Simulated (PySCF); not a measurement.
C2H2F3, SMILES [C](F)(F)CF (connectivity only; charge and spin as stated), charge +1, multiplicity 1. Atoms are numbered in the order given.

```xyz
7

F     -0.1930     1.7978     0.0000
C      0.7011     0.8079     0.0000
C      0.0068    -0.5066     0.0000
F     -1.2288    -0.6050     0.0000
F      0.6470    -1.5753     0.0000
H      1.3628     0.8172     0.8946
H      1.3628     0.8172    -0.8946
```
Charge +1, spin multiplicity 1.

Geometry optimised at ωB97X-D3(BJ)/def2-SVP. The spin state was assumed, not searched. The isomer is the one that the SMILES or the coordinates give; other isomers of the formula were not compared. Other conformers were not sampled.

Computed with CAM-B3LYP/def2-TZVP (PySCF).

ESP charges are fitted to the potential on shells at 1.4 to 2.0 van der Waals radii. Atomic charges (e):

| atom | Mulliken | meta-Löwdin | Löwdin | ESP fit |
|---|---|---|---|---|
| F1 | -0.12 | -0.23 | 0.22 | -0.10 |
| C2 | -0.01 | 0.06 | -0.28 | ? |
| C3 | 0.54 | 0.84 | -0.28 | ? |
| F4 | 0.07 | -0.04 | 0.48 | ? |
| F5 | 0.05 | -0.06 | 0.46 | ? |
| H6 | 0.23 | 0.21 | 0.20 | 0.20 |
| H7 | 0.23 | 0.21 | 0.20 | 0.20 |

### Question
Some entries are withheld; supply them. (The exact figures need the calculation; the answer reports its results.)

### Answer

- C2, ESP fit: -0.01
- C3, ESP fit: 0.66
- F4, ESP fit: 0.06
- F5, ESP fit: 0.01

Computed Mayer and Wiberg (Löwdin basis) orders of the bonds:
| bond | Mayer | Wiberg |
|---|---|---|
| F1–C2 | 1.13 | 1.81 |
| C2–C3 | 1.02 | 1.28 |
| C3–F4 | 1.44 | 2.17 |
| C3–F5 | 1.40 | 2.14 |
| C2–H6 | 0.89 | 0.81 |
| C2–H7 | 0.89 | 0.81 |
